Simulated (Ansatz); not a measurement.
GeI2, triplet, at a GFN2-xTB geometry (the spin is typed, not shown lowest) (all electrons, no relativity), atoms displaced at random by about 0.1 Å a coordinate; HF/STO-3G run with Ansatz (an electronic-structure program).

Here is a job for Ansatz.
Ansatz 0.2 input:
```yaml
crystal:
  periodic: [false, false, false]
  atoms:
    - {symbol: Ge, position_ang: [-0.13505305, 0.07304293, 1.32642364]}
    - {symbol: I, position_ang: [1.15571672, -2.00029869, -0.35238761]}
    - {symbol: I, position_ang: [-0.95925814, 1.83537708, -0.20721168]}
basis:
  gaussian:
    orbitals: STO-3G
hamiltonian:
  xc: hf
magnetization: {spin_polarized: true, initial_magnetization: 2}
relax: {f_tol: 0.002}
```

Output, abridged:

```
Functional definition: HF
784 factors; integrals over basis functions are off by at most 7.2e-6 eV
mean field evaluation 1: about -428663.0337 eV, gradient 8.3e0 eV
mean field evaluation 2: about -428663.0482 eV, gradient 8.3e0 eV
mean field evaluation 4: about -428664.4892 eV, gradient 1.3e0 eV
mean field evaluation 8: about -428664.5652 eV, gradient 3.3e-5 eV
mean field evaluation 16: about -428664.2858 eV, gradient 9.2e-1 eV
mean field evaluation 32: about -428663.4200 eV, gradient 2.7e0 eV
mean field evaluation 64: about -428664.5460 eV, gradient 2.0e-1 eV
mean field -428664.56484086 eV, -15753.1321986236 hartree, gradient 2.4e-5 eV, S^2 2.042048; 4 other end points of the search recorded, 0 dependent functions left out
the calculation of the forces begins
reference -428664.56484086 eV, -15753.1321986236 hartree; 70, 68 occupied and 2, 4 virtual orbitals, 784 factors
relax step   1: F+E_penalty+E_count = -428664.56484086 eV  Δ(F+E_penalty+E_count) = +0.000e0 eV  max|allowed force component| = 2.059e0 eV/Å  Δτ_max = 0.0000 Å  (157 SCF iters, accepted)
these checks for a lower state are left out or cut short: starts, cluster_reference, orbital_swaps, neighbouring_geometries, increment
784 factors; integrals over basis functions are off by at most 1.4e-5 eV
mean field -428665.47161273 eV, -15753.1655218754 hartree, gradient 2.2e-5 eV, S^2 2.006143; 0 other end points of the search recorded, 0 dependent functions left out
the calculation of the forces begins
reference -428665.47161273 eV, -15753.1655218754 hartree; 70, 68 occupied and 2, 4 virtual orbitals, 784 factors
relax step   2: F+E_penalty+E_count = -428665.47161273 eV  Δ(F+E_penalty+E_count) = -9.068e-1 eV  max|allowed force component| = 1.333e0 eV/Å  Δτ_max = 0.1931 Å  (35 SCF iters, accepted)
these checks for a lower state are left out or cut short: starts, cluster_reference, orbital_swaps, neighbouring_geometries, increment
792 factors; integrals over basis functions are off by at most 1.1e-5 eV
mean field -428665.15557720 eV, -15753.1539077839 hartree, gradient 1.4e-5 eV, S^2 2.005810; 0 other end points of the search recorded, 0 dependent functions left out
the calculation of the forces begins
reference -428665.15557720 eV, -15753.1539077839 hartree; 70, 68 occupied and 2, 4 virtual orbitals, 792 factors
relax step   3: F+E_penalty+E_count = -428665.15557720 eV  Δ(F+E_penalty+E_count) = +3.160e-1 eV  max|allowed force component| = 3.352e0 eV/Å  Δτ_max = 0.1949 Å  (31 SCF iters, rejected (line search))
these checks for a lower state are left out or cut short: starts, cluster_reference, orbital_swaps, neighbouring_geometries, increment
787 factors; integrals over basis functions are off by at most 1.2e-5 eV
mean field -428665.62254100 eV, -15753.1710683868 hartree, gradient 1.4e-5 eV, S^2 2.005968; 0 other end points of the search recorded, 0 dependent functions left out
the calculation of the forces begins
reference -428665.62254100 eV, -15753.1710683868 hartree; 70, 68 occupied and 2, 4 virtual orbitals, 787 factors
relax step   4: F+E_penalty+E_count = -428665.62254100 eV  Δ(F+E_penalty+E_count) = -1.509e-1 eV  max|allowed force component| = 7.124e-2 eV/Å  Δτ_max = 0.0975 Å  (28 SCF iters, accepted)
these checks for a lower state are left out or cut short: starts, cluster_reference, orbital_swaps, neighbouring_geometries, increment
788 factors; integrals over basis functions are off by at most 1.2e-5 eV
mean field evaluation 96: about -428665.6228 eV, gradient 1.5e-5 eV
mean field -428665.62279982 eV, -15753.1710778984 hartree, gradient 1.4e-5 eV, S^2 2.005942; 0 other end points of the search recorded, 0 dependent functions left out
the calculation of the forces begins
reference -428665.62279982 eV, -15753.1710778984 hartree; 70, 68 occupied and 2, 4 virtual orbitals, 788 factors
relax step   5: F+E_penalty+E_count = -428665.62279982 eV  Δ(F+E_penalty+E_count) = -2.588e-4 eV  max|allowed force component| = 3.257e-2 eV/Å  Δτ_max = 0.0094 Å  (24 SCF iters, accepted)
these checks for a lower state are left out or cut short: starts, cluster_reference, orbital_swaps, neighbouring_geometries, increment
788 factors; integrals over basis functions are off by at most 1.2e-5 eV
mean field -428665.62288897 eV, -15753.1710811747 hartree, gradient 1.4e-5 eV, S^2 2.005957; 0 other end points of the search recorded, 0 dependent functions left out
the calculation of the forces begins
reference -428665.62288897 eV, -15753.1710811747 hartree; 70, 68 occupied and 2, 4 virtual orbitals, 788 factors
relax step   6: F+E_penalty+E_count = -428665.62288897 eV  Δ(F+E_penalty+E_count) = -8.915e-5 eV  max|allowed force component| = 4.927e-4 eV/Å  Δτ_max = 0.0044 Å  (24 SCF iters, accepted)
788 factors; integrals over basis functions are off by at most 1.2e-5 eV
mean field -428665.62288897 eV, -15753.1710811747 hartree, gradient 1.4e-5 eV, S^2 2.005957; 1 other end points of the search recorded, 0 dependent functions left out
the calculation of the forces begins
reference -428665.62288897 eV, -15753.1710811747 hartree; 70, 68 occupied and 2, 4 virtual orbitals, 788 factors
Total energy: -428665.62288897 eV, -15753.1710811747 hartree
Atom 0 at    -0.035828    -0.069526     1.097431 Å, force    -0.000148     0.000218     0.000305 eV/Å
Atom 1 at     1.077964    -1.886868    -0.183138 Å, force    -0.000130     0.000275    -0.000226 eV/Å
Atom 2 at    -0.980730     1.864515    -0.147470 Å, force     0.000277    -0.000493    -0.000079 eV/Å
Dipole moment:    -0.031630    -0.021861     0.473010 e Å
```
